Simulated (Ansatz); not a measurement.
C6H16F2N2Ti, SMILES `CC(C)[NH][Ti]([F])([F])[NH]C(C)C`. The species carries charge 0 and has multiplicity 1. Correlated methods include outer-core shells of Ti, which these sets cover unevenly. Scalar relativity is left out up to krypton.

Cartesian coordinates in Å:
```
C 1.434 1.346 1.104
C 1.424 -0.164 1.266
C 2.665 -0.646 2.000
N 1.317 -0.806 -0.032
Ti 0.856 -0.205 -1.747
F 0.863 -1.687 -2.722
F 1.910 1.107 -2.307
N -0.844 0.580 -1.689
C -2.141 0.148 -1.196
C -2.129 -1.346 -0.923
C -2.550 0.931 0.044
H 1.481 1.835 2.079
H 0.531 1.693 0.596
H 2.301 1.662 0.517
H 0.544 -0.433 1.872
H 3.564 -0.378 1.440
H 2.653 -1.733 2.125
H 2.727 -0.196 2.994
H 1.473 -1.808 0.026
H -0.860 1.546 -2.000
H -2.886 0.339 -1.982
H -1.850 -1.907 -1.818
H -1.413 -1.582 -0.131
H -3.115 -1.684 -0.600
H -2.545 2.007 -0.149
H -3.556 0.652 0.368
H -1.855 0.729 0.864
```

Question: Give the diagnostics of a CCSD(T)/def2-TZVPP run (frozen core, Ansatz 0.2.0). (Estimate.)

Answer: The calculation gave: T1 = 0.0191, largest single amplitude 0.071, largest double 0.027, (T) share of the correlation energy 4.3 %, 14 CCSD cycles. The RHF solution is stable towards an unrestricted one. T1 lies under the customary mark of 0.02 for closed shells.
